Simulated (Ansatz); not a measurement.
Born–Oppenheimer molecular dynamics of CH6S3Si (11 atoms, charge 0, multiplicity 1). It goes on from the last frame of an earlier run, with new velocities.

Computed with RKS LDA/STO-3G (Ansatz 0.2.0).

```
ensemble        : NVT, Nosé–Hoover chain
time step       : 0.25 fs
steps asked     : 400
set temperature : 400 K
thermostat      : time constant 3 fs, chain length 1
seed            : 483013
```

First frame:

```xyz
11
Properties=species:S:1:pos:R:3
Si -1.350 0.342 0.704
C 0.277 1.042 0.212
S 1.702 0.006 0.942
S 1.286 -1.956 0.130
S 2.005 -1.798 -1.940
H -1.319 0.196 2.101
H -2.334 1.354 0.592
H -1.647 -0.904 0.087
H 0.624 1.332 -0.843
H 0.472 2.068 0.611
H 0.734 -1.785 -2.469
```

Question: How far do the bonds stretch over the last three quarters of this one trajectory? (Pairs bonded in most of those frames.)

Answer: 
| bond | mean (Å) | spread (Å) | shortest | longest |
| --- | --- | --- | --- | --- |
| Si1–C2 | 1.888 | 0.030 | 1.84 | 1.93 |
| Si1–H6 | 1.462 | 0.051 | 1.38 | 1.54 |
| Si1–H7 | 1.459 | 0.036 | 1.40 | 1.52 |
| Si1–H8 | 1.455 | 0.027 | 1.41 | 1.50 |
| C2–S3 | 1.839 | 0.027 | 1.78 | 1.88 |
| C2–H9 | 1.109 | 0.021 | 1.07 | 1.14 |
| C2–H10 | 1.104 | 0.011 | 1.08 | 1.12 |
| S3–S4 | 2.095 | 0.057 | 2.01 | 2.18 |
| S4–S5 | 2.098 | 0.046 | 2.03 | 2.17 |
| S5–H11 | 1.378 | 0.013 | 1.36 | 1.40 |

Mean temperature of the second half: 407 K. The conserved energy stayed within 0.058 meV per atom of its start (net change -0.019 meV per atom), so the integration is sound. A run of 0.1 ps of so small a system gives no equilibrium averages. Limits of this set-up: minimal basis.

Run time: 11 min on 1 thread of Arm Neoverse V1 (shared host), peak memory 0.087 GiB.
